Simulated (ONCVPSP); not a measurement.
**Before and after: ONCV potential for bromine**

```json
{
 "Element": "Br",
 "Generator": "ONCVPSP 4.0.1",
 "Type": "optimised norm-conserving Vanderbilt (ONCV)",
 "Functional": "LDA (Perdew-Wang 92)",
 "Relativity": "scalar-relativistic",
 "Frozen core": "[Ar] 3d10",
 "Valence charge": "7",
 "Reference configuration": "4s1 4p6",
 "Partial waves": "4s: rc 1.45 bohr, ncon 3, nbas 6, qcut 5.1 1/bohr, 2 projectors, debl 0.9 Ha; 4p: rc 1.20 bohr, ncon 4, nbas 9, qcut 6.8 1/bohr, 3 projectors, debl 2.1 Ha",
 "Local potential": "polynomial inside 1.10 bohr (lpopt 3, dvloc0 3 Ha)",
 "Core correction": "Teter function, fcfact 4.5, rcfact 1.5"
}
```

Change: s: nbas 8.

Cutoffs: the cutoffs (Ha) at which the residual kinetic energy of the hardest occupied pseudo-wave falls to 1 and 0.1 mHa per electron; they do not see the model core or the augmentation charge, which bear on the density cutoff. Errors are all-electron minus pseudo energies relative to the spin-unpolarised reference configuration.

What does the change do?

The potential gets neither clearly harder nor softer (96 Ha and 187 Ha → 96 Ha and 187 Ha); both files keep a bound ghost (p); of the 4 tests that both files solve, the error grows in 2 and shrinks in 0 by more than 15 % and 0.3 meV (median size 15.7 → 16.7 meV).

| quantity | base | changed |
| --- | --- | --- |
| cutoff, loose | 96 Ha | 96 Ha |
| cutoff, tight | 187 Ha | 187 Ha |
| loose cutoff by channel | s 13 Ha, p 96 Ha | s 12 Ha, p 96 Ha |
| bound ghosts | p | p |
| GHOST(+) flags under 300 eV | s at 143.0 eV | s at 143.2 eV |
| error for 4s2 4p5, meV [ΔE -12.42 eV] | -1.8 | -3.4 |
| error for 4s2 4p4, meV [ΔE 0.28 eV] | -4.2 | -5.6 |
| error for 4s2 4p3, meV [ΔE 23.22 eV] | -27 | -28 |
| error for 4s2 4p2, meV [ΔE 57.44 eV] | -97 | -96 |
| s: phases at 1.48 bohr within 0.05 rad from the reference energy up to (Ha; the scan ends near 5) | 4.2 | 4.3 |
| p: phases at 1.22 bohr within 0.05 rad from the reference energy up to (Ha; the scan ends near 5) | to the end of the scan | to the end of the scan |
| rms error of d²Exc/dni dnj with the model core, mHa | 0.68 | 0.70 |

 A true bound ghost makes a file unfit for plane-wave use even where its test errors are small: the radial tests pick states by their node count and pass the ghost by.
